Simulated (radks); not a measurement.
Neutral silver, [Kr] 4d10 5s1. Calculated with a radial shooting solver on a logarithmic mesh with Libxc functionals: non-relativistic Kohn-Sham, LDA (Slater exchange, Perdew-Wang correlation), spin-polarised, spherical densities, point nucleus. Every spin shell is full or empty, so the densities are truly spherical. Functionals are evaluated on that one density, not self-consistently. Rank these orbital-free kinetic functionals by their error against the exact value of the orbitals, and give that value: Thomas-Fermi, von Weizsacker, TF + vW, TF + vW/9, TF + vW/5, LC94, APBEK, revAPBEK, Perdew 92, Thakkar, LKT, PG1, DePristo-Kress, Ernzerhof.

Answer. Exact: 5191.82 hartree. From best to worst, with 100 (|E| - |E exact|)/|E exact| (equal figures are ties): LC94 +0.07, DePristo-Kress -0.09, APBEK +0.12, revAPBEK +0.31, Ernzerhof -0.40, Thakkar -0.55, Perdew 92 -0.67, TF + vW/9 -0.68, TF + vW/5 +3.08, Thomas-Fermi -5.39, PG1 +15.42, LKT +19.61, TF + vW +36.97, von Weizsacker -57.64.
